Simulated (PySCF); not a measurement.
C₇H₁₀NP.
Bonds: C1–C2, C2–C3, C2–C4, C4–N5 (aromatic), N5–C6 (aromatic), C6–C7 (aromatic), C7–C8 (aromatic), C8–P9 (aromatic), C4–P9 (aromatic). Hydrogens: H10, H11, H12 on C1; H13 on C2; H14, H15, H16 on C3; H17 on C6; H18 on C7; H19 on C8.

Level: wB97X-D/def2-SVPD in PySCF, non-relativistic, on one gas-phase PBE0-D3(BJ)/def2-SVP geometry that isn't relaxed in the solvent. The solvent is an IEF-PCM continuum (cavity from Bondi-type radii × 1.2), and excitations are vertical TDDFT with non-equilibrium linear response and a frozen core. Specific hydrogen bonds and non-electrostatic terms are outside this model.

Gas-phase singlets (H = HOMO, L = LUMO):

```json
{"state": "S1", "E (eV)": "3.913", "λ (nm)": "317", "f": "0.004", "leading configurations": "H→L 98%"}
{"state": "S2", "E (eV)": "4.323", "λ (nm)": "287", "f": "0.001", "leading configurations": "H→L+1 98%"}
{"state": "S3", "E (eV)": "4.738", "λ (nm)": "262", "f": "0.075", "leading configurations": "H-1→L 57%, H-1→L+1 26%, H-2→L 9%"}
{"state": "S4", "E (eV)": "5.203", "λ (nm)": "238", "f": "0.107", "leading configurations": "H-1→L+1 50%, H-1→L 34%, H-2→L 11%"}
{"state": "S5", "E (eV)": "5.552", "λ (nm)": "223", "f": "0.007", "leading configurations": "H-3→L 94%"}
```

Q: What are the lowest 5 singlets in acetonitrile (ε = 35.69)?

A: 
| state | E (eV) | λ (nm) | f | leading configurations | change by rank (eV) |
| --- | --- | --- | --- | --- | --- |
| S1 | 4.011 | 309 | 0.006 | H-1→L 98% | +0.098 |
| S2 | 4.430 | 280 | 0.001 | H-1→L+1 98% | +0.107 |
| S3 | 4.699 | 264 | 0.114 | H→L 64%, H→L+1 22% | -0.039 |
| S4 | 5.135 | 241 | 0.140 | H→L+1 55%, H→L 29%, H-2→L 12% | -0.068 |
| S5 | 5.528 | 224 | 0.011 | H-3→L 94% | -0.024 |

Q: How do the frontier levels move from gas to acetonitrile?

A: 
```
orbital  gas (eV)  solvent (eV)  change (eV)
 LUMO+2      2.27          2.34        +0.07
 LUMO+1      0.49          0.51        +0.02
   LUMO     -0.10         -0.10         0.00
   HOMO     -8.87         -8.93        -0.06
 HOMO-1     -8.93         -8.97        -0.04
 HOMO-2    -10.26        -10.25        +0.01
 HOMO-3    -10.35        -10.36        -0.01
```

The HOMO–LUMO gap goes from 8.76 to 8.83 eV. Rows go by rank; for HOMO-1 and HOMO the atom shares or the degeneracy differ between the runs, so the row needn't follow one orbital.

Shape of the structure used: `[CH3:1][CH:2]([CH3:3])[c:4]1[n:5][cH:6][cH:7][cH:8][p:9]1`: C1–C2–C4–N5 -62°.
